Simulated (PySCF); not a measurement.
# A search over the determinants of RbBr

Unrestricted PBE0; basis Rb def2-SVP with ECP28, Br def2-SVP; scalar-relativistic core potentials; PySCF 2.14. Outer shells of the fragments: Rb 5s1; Br 3d10 4s2 4p5.

Followed along the bond (rough minima from three points):

| 2Ms+1 | unpaired | ⟨S²⟩ at the start | R at minimum (Å) | Te (eV) |
| --- | --- | --- | --- | --- |
| 1 | none | 0.00 | 3.00 | 0.00 |
| 3 | σ ↑, π ↑ | 2.00 | none in the scan | ≤ 3.86 |

Solutions found at the starting distance of 3.175 Å, counted from the lowest of them; the search is not exhaustive and high or unbound solutions are not listed, so other states can lie among these:

```
2Ms+1  unpaired   term  E (eV)  ⟨S²⟩  ⟨Lz²⟩   μ (D)
    1      none    ¹Σ⁺    0.00  0.00   0.00  -11.81
    3  σ ↑, π ↑     ³Π    3.92  2.00   1.01    2.01
    1  σ ↓, π ↑  mixed    3.93  1.00   1.01    2.24
    3      σ ↑↑    ³Σ⁺    4.08  2.00   0.00    2.15
    3      π ↑↑  mixed    5.11  2.00   2.00    1.25
    3      π ↑↑  mixed    5.17  2.00   2.00    2.23
```

A term symbol is given only where ⟨S²⟩ and ⟨Lz²⟩ are close to those of a pure state; real π, δ and φ orbitals otherwise mix terms. A positive dipole means Rb(−)Br(+).

The measured ground state is X ¹Σ+ (Huber and Herzberg, Constants of Diatomic Molecules (1979)).

Counting both spins, an empty level lies below a filled one in some of these solutions, because spin and occupation are held.
